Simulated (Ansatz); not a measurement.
Relaxation of ClF2GeH3 (7 atoms, charge 0, multiplicity 1), to a largest force component of 0.03 eV/Å in at most 50 steps.

All numbers below come from RKS PBE-D4/def2-SVPD in Ansatz 0.2.0.

```xyz
7
Properties=species:S:1:pos:R:3:forces:R:3
Ge -0.522 0.197 -0.306 -0.53 0.23 0.24
H 0.154 -0.848 2.152 1.76 -0.66 -0.14
F 0.924 0.978 0.296 0.00 0.00 0.00
F -0.781 0.915 -1.884 0.00 0.00 0.00
H -0.337 -1.318 -0.451 0.00 0.01 0.01
Cl -2.226 0.806 0.942 0.37 -0.07 -0.47
H -0.521 -0.614 2.252 -1.59 0.48 0.36
```

Question: Where does it end, and by what steps?

Answer: The forces met the threshold. The force dipped under the threshold on the way, but the program's further checks kept it going. After 12 steps the energy has fallen by 0.140 eV; H7 moved furthest, 0.60 Å.

```tsv
step	energy less start (eV)	largest force component (eV/Å)	accepted
0	0.0000	1.756	yes
1	-0.1124	0.174	yes
2	-0.1297	0.094	yes
3	-0.1345	0.058	yes
4	-0.1332	0.276	no
5	-0.1354	0.031	yes
6	-0.1365	0.087	yes
7	-0.1369	0.152	yes
8	-0.1377	0.063	yes
9	-0.1384	0.006	yes
10	-0.1386	0.061	yes
11	-0.1387	0.154	yes
12	-0.1395	0.005	yes
```

```xyz
7
Properties=species:S:1:pos:R:3
Ge -0.617 0.288 -0.429
H 0.359 -0.818 2.449
F 0.816 1.021 0.264
F -0.708 0.925 -2.059
H -0.483 -1.239 -0.464
Cl -2.327 1.016 0.649
H -0.350 -1.075 2.592
```

Whether the end is a true minimum wasn't checked by a vibrational analysis.

Time of the run: 12 s on 4 threads of Intel(R) Xeon(R) Platinum 8488C (Sapphire Rapids), with other jobs on the host, peak memory 0.22 GiB.
